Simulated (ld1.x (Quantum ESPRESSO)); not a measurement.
Which change was made? (He, TM)

* Element: He (Z = 2)
* Generator: ld1.x (Quantum ESPRESSO) 7.5
* Type: norm-conserving Troullier–Martins (Kleinman–Bylander form)
* Functional: PBEsol
* Relativity: non-relativistic
* Frozen core: none
* Valence charge: 2
* Reference configuration: 1s2
* Partial waves: 2p channel at 0.45 Ry: rc 0.50 bohr; 1s (bound): rc 0.60 bohr
* Local potential: the s channel
* Core correction: none

Cutoffs, loose and tight: the cutoffs (Ry, on a coarse ladder) from which the occupation-weighted sum of valence levels, in a spherical-Bessel basis at the reference potential, stays within 10 and 1 mRy of its value at 400 Ry. They do not see the model core or the augmentation charge, which bear on the density cutoff. Test errors are all-electron minus pseudo excitation energies from the reference, over the configurations 1s1; 1s1.5; variants that change the core or the reference have their own tests.

The base gives: outcome: generated; cutoff, loose: 140 Ry; cutoff, tight: 200 Ry; bound ghosts: none; largest test error (meV): +5.1.

After one change the result is: outcome: generated; cutoff, loose: 90 Ry; cutoff, tight: 140 Ry; bound ghosts: none; largest test error (meV): +1.5. Which change was it?
A. wave 1s (bound): rc 0.60 bohr becomes 1s (bound): rc 0.68 bohr
B. type ultrasoft; waves now 1s (bound): rcut 0.50, rcutus 0.60 bohr; 1s channel at -0.55 Ry: rcut 0.50, rcutus 0.60 bohr; 2p channel at 0.45 Ry: rcut 0.45, rcutus 0.50 bohr; 2p channel at 2.5 Ry: rcut 0.45, rcutus 0.50 bohr; local potential all-electron potential smoothed inside 0.40 bohr (lloc = -1); augmentation PSQ, inside the norm-conserving radii
C. all radii scaled by about 1.29 (s 0.78, p 0.64 bohr)

B. The others give: all radii scaled by about 1.29 (s 0.78, p 0.64 bohr) → outcome: generated; cutoff, loose: 90 Ry; cutoff, tight: 180 Ry; bound ghosts: none; largest test error (meV): +17 | wave 1s (bound): rc 0.60 bohr becomes 1s (bound): rc 0.68 bohr → outcome: generated; cutoff, loose: 110 Ry; cutoff, tight: 180 Ry; bound ghosts: none; largest test error (meV): +9.0.
